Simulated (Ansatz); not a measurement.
Correlation energies of Cl2GaGeH3 (`[Cl][Ga]([Cl])[GeH3]`) by basis set

```xyz
7

Cl    2.2250   -1.1859    1.6599
Ga    0.7039    0.1880    1.0379
Cl    0.5221    1.9008    2.3104
Ge   -0.6587   -0.1686   -0.9389
H    -1.8835    0.7527   -0.9024
H    -1.1007   -1.6365   -0.9903
H     0.1919    0.1496   -2.1766
```

Total charge 0; spin multiplicity 1. Correlated methods include outer-core shells of Ga, Ge, which these sets cover unevenly. Scalar relativity is left out up to krypton. The structure was optimised at the PBE0-D4/def2-TZVP level. Frozen core, restricted reference, the Gaussian-basis code of Ansatz.

```
     basis      HF (Eh)  MP2 corr.  CCSD corr.  (T)  CCSD(T) total
  def2-SVP  -4918.69231   -0.70303    -0.72776    ?              ?
def2-TZVPP            ?          ?    -0.89283    ?              ?
def2-QZVPP  -4919.62787   -1.40505           –    –              –
```

Fill in the withheld values. (Estimate.)

Ansatz gave: def2-SVP (T): -0.02031; def2-SVP CCSD(T) total: -4919.44038; def2-TZVPP HF (Eh): -4919.52055; def2-TZVPP MP2 corr.: -0.85444; def2-TZVPP (T): -0.03669; def2-TZVPP CCSD(T) total: -4920.45007.
